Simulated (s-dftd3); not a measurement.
BrPb (SMILES [Br][Pb+]), charge +1, singlet, at a GFN2-xTB geometry (such geometries of metal compounds can be far from the true shape); D3(zero) for revpbe (s-dftd3).

s-dftd3 was given this input:
```
$ s-dftd3 mol.xyz --zero revpbe --json dftd3.json --noedisp --grad

# file mol.xyz
2

Pb    -0.00000000    -0.00000000    -0.73931040
Br     0.00000000     0.00000000     1.73209864
```

What the program printed (banner, timings and long lists left out):

```
-----------------------------------
 s i m p l e   D F T - D 3  v1.4.0
-----------------------------------

Zero (Chai-Head-Gordon) damping: revpbe-D3(0)
--------------------
  s6         1.0000
  s8         1.0100
  s9         0.0000
 rs6         0.9230
 rs8         1.0000
 alp        14.0000
--------------------

Dispersion energy:      -1.6029346188648E-04 Eh

Gradient norm:           3.8710745176899E-04 Eh/a0
--------------------------------------------------
     #    Z           dE/dx      dE/dy      dE/dz
--------------------------------------------------
     1   82 Pb    0.000E+00  0.000E+00  2.737E-04
     2   35 Br    0.000E+00  0.000E+00 -2.737E-04
--------------------------------------------------

Virial:
--------------------------------------------------
      component           x          y          z
--------------------------------------------------
          x       0.000E+00  0.000E+00  0.000E+00
          y       0.000E+00  0.000E+00  0.000E+00
          z       0.000E+00  0.000E+00 -1.278E-03
--------------------------------------------------

[Info] JSON dump of results written to 'dftd3.json'
```
